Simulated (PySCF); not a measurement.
Br₂FSi, multiplicity 2. Atoms are numbered in the order given.

```xyz
4

Si     0.4990    -0.7237     0.0000
Br    -0.0550     0.4178    -1.8479
Br    -0.0550     0.4178     1.8479
F     -0.3486    -2.1239     0.0000
```
Charge 0, spin multiplicity 2.

Coordinates come from a PBE-D3(BJ)/def2-SVP optimisation.

Computed with PBE-D3(BJ)/def2-SVP run with PySCF.

Frequencies are harmonic and unscaled.

Computed normal modes with their intensities:
| mode | ν (cm⁻¹) | IR (km/mol) | moving atoms (share of kinetic energy) |
|---|---|---|---|
| 1 | 102 | 0.2 | Br 79 %, Si 13 %, F 8 % |
| 2 | 182 | 2.3 | F 76 %, Br 23 % |
| 3 | 220 | 3.9 | F 46 %, Si 30 %, Br 24 % |
| 4 | 375 | 29.6 | Si 71 %, Br 24 % |
| 5 | 469 | 160.8 | Si 82 %, Br 17 % |
| 6 | 860 | 108.9 | F 58 %, Si 42 % |
